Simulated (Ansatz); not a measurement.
Reaction (atomization): `CC(C)[O][GaH][F]` → 3 C• + F• + Ga• + 8 H• + O•

Program: Ansatz. Geometries: PBE0-D4/def2-TZVP. ΔE: electronic, gas phase. CBS: MP2 limit from def2 TZ/QZ plus the TZ coupled-cluster correction, frozen cores. This one scheme is used for every species, atoms too. Functionals use def2-TZVPP. B3LYP here is the variant with VWN-RPA as its local correlation; programs differ in this. Open shells (•) are unrestricted, without spin–orbit coupling. Spin–orbit coupling would lower the free atoms: a little for C, F, O; clearly for Ga. For Ga outer-core shells are correlated without core-valence functions, so the limit isn't a true one: a few kJ/mol of doubt a bond, and 10 to 20 or more in all where bonds break to atoms. Scalar relativity is left out up to krypton. Each species was taken in one conformer, which may not be the lowest.

`CC(C)[O][GaH][F]`:

Z-matrix (Å, degrees):
```
C
C 1 1.516
H 1 1.094 2 110.4
H 1 1.093 2 110.8 3 119.6
H 1 1.092 2 110.4 3 -120.5
C 2 1.516 1 112.2 3 -58.6
O 2 1.419 1 111.1 3 66.4
H 2 1.098 1 108.6 3 -178.6
H 6 1.094 2 110.4 1 58.6
H 6 1.093 2 110.8 1 -61.0
H 6 1.092 2 110.4 1 179.1
Ga 7 1.765 2 126.0 1 -63.0
F 12 1.761 7 116.2 2 -0.0
H 12 1.540 7 123.8 2 180.0
```

Problem. What is ΔE at CCSD(T)/CBS? (An estimate is asked.)

Solution. Computed: +1262.6 kcal/mol.

Problem. What do these levels give: PBE0-D4, B3LYP-D4, ωB97X-V, ωB97M-V, PBE0, HF/def2-TZVPP? (An estimate is asked.)

Solution. Ansatz gave: PBE0-D4 1259.0, B3LYP-D4 1254.6, ωB97X-V 1262.8, ωB97M-V 1260.0, PBE0 1252.9, HF/def2-TZVPP 926.9 kcal/mol.

Largest T1 diagnostic among the species: 0.014.

In def2-TZVPP, CCSD(T) changes the Hartree–Fock value by +309.3 kcal/mol (the triples alone add +17.7 kcal/mol) and MP2 by +331.6 kcal/mol; breaking electron pairs costs correlation energy, which Hartree–Fock lacks. The D4 term adds +11.5 kcal/mol with B3LYP and +6.1 kcal/mol with PBE0; it sums over pairs of atoms, weighted by their polarisabilities, and B3LYP, whose exchange is more repulsive, gets the larger term.

For atomizations the MP2-based limit and the directly extrapolated one differ by several kJ/mol either way, and by 10 to 25 for some Ge, Se and Sn compounds, so smaller differences from it don't rank the levels.
